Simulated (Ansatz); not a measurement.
```xyz
8

C     0.7207   -0.7397   -0.9933
O    -0.3512    0.0206   -0.4605
B    -0.3712    0.4797    0.7863
S    -1.7466    1.4397    1.4341
H     1.1227   -0.2126   -1.8598
H     0.3347   -1.7093   -1.3112
H     1.5086   -0.8823   -0.2507
H    -1.2176    1.6039    2.6552
```

The species carries charge 0 and has multiplicity 2.

**Question.** List the r2SCAN/def2-TZVPP orbital energies in eV (Ansatz 0.2.0). (An estimate is asked.)

**Answer.** Computed: α occupied: -2409.20, -516.81, -274.76, -213.65, -181.81, -157.71, -157.64, -157.54, -27.85, -19.41, -18.42, -13.91, -12.22, -12.00, -10.76, -9.65, -8.90, -8.64, -6.74, -4.75. α empty: -0.87, 0.08, 1.51, 1.66, 2.70, 2.95, 3.34, 3.36. β occupied: -2409.18, -516.77, -274.74, -213.64, -181.51, -157.70, -157.59, -157.53, -27.76, -19.29, -18.38, -13.77, -12.05, -11.99, -10.58, -9.12, -8.72, -8.57, -6.73. β empty: -1.81, 0.01, 0.24, 1.72, 1.84, 2.95, 3.24, 3.39. ⟨S²⟩ = 0.755.
